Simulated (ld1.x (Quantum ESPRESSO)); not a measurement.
Reading a pseudo-wave (promethium)

Columns: radius, all-electron u(r) and pseudo u(r) of the 5p shell (level -22.14 eV) of promethium in the configuration [Kr] 4d10 5s2 4f5 5p6 5d0.5 6s1.5 6p0; LDA (PZ), scalar-relativistic, TM scheme, ld1.x (Quantum ESPRESSO) 7.5.

```tsv
r (bohr)	all-electron	pseudo
0.182	-0.3001	-0.0255
0.365	0.2536	-0.1009
0.548	0.4223	-0.2208
0.730	0.0562	-0.3739
0.912	-0.3758	-0.5433
1.095	-0.6828	-0.7030
1.277	-0.8403	-0.8194
1.460	-0.8849	-0.8698
1.642	-0.8562	-0.8521
1.825	-0.7866	-0.7863
2.007	-0.6988	-0.6988
2.190	-0.6060	-0.6060
2.372	-0.5170	-0.5170
2.555	-0.4353	-0.4353
2.738	-0.3630	-0.3630
2.920	-0.3008	-0.3008
3.102	-0.2479	-0.2479
3.285	-0.2031	-0.2031
3.468	-0.1659	-0.1659
3.650	-0.1352	-0.1352
3.832	-0.1100	-0.1100
4.015	-0.0891	-0.0891
4.198	-0.0721	-0.0721
4.380	-0.0583	-0.0583
4.562	-0.0471	-0.0471
4.745	-0.0379	-0.0379
```

How many radial nodes do the two functions have?

The all-electron 5p function has n − l − 1 = 3 (the table is too coarse to show those close to the nucleus); the pseudo-wave has 0, since the states of the same l below it are removed with the core.

At about which radius was the pseudo-wave matched?

2.05 bohr. The columns agree to 0.0005 from 1.82 bohr on; several derivatives are matched, so the curves merge somewhat inside the radius.

Where does each function peak?

Outermost all-electron maximum near 1.46 bohr, pseudo maximum near 1.46 bohr (to the table’s step).

Is the pseudo-wave norm-conserving?

Yes: the TM scheme keeps the norm inside the radius equal to the all-electron one, which fixes the energy derivative of the logarithmic derivative at the level.
